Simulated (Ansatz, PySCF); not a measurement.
This PySCF input computes a CAM-B3LYP/def2-TZVPD energy:

```python
from pyscf import gto, scf, dft

mol = gto.M(
    atom='''
    Rb   -0.00000000   -0.00000000   -0.90239267
    Cl    0.00000000    0.00000000    1.96403109
    ''',
    basis='def2-tzvpd',
    ecp='def2-tzvp',
    charge=0,
    spin=0,
    verbose=4,
)

mf = dft.RKS(mol, xc='camb3lyp').density_fit(auxbasis='def2-universal-jkfit')
mf.grids.level = 3
mf.conv_tol = 1e-9
mf.max_cycle = 100
mf.max_memory = 1500
mf.kernel()
if not mf.converged:
    mf = mf.newton()
    mf.kernel(mf.make_rdm1())
mf.analyze()
```

### Question
Write an input for the same energy in Ansatz (an electronic-structure program) and say what it gives.

### Answer

Ansatz 0.2 input:
```yaml
crystal:
  periodic: [false, false, false]
  atoms:
    - {symbol: Rb, position_ang: [-0.00000000, -0.00000000, -0.90239267]}
    - {symbol: Cl, position_ang: [0.00000000, 0.00000000, 1.96403109]}
basis:
  gaussian:
    orbitals: def2-TZVPD
hamiltonian:
  xc: {name: CAM-B3LYP}
output: {forces: true}
```
It gives -484.38007 Eh, and PySCF -484.38009 Eh, a difference of 0.02 mEh, from the treatment of integrals and grids.
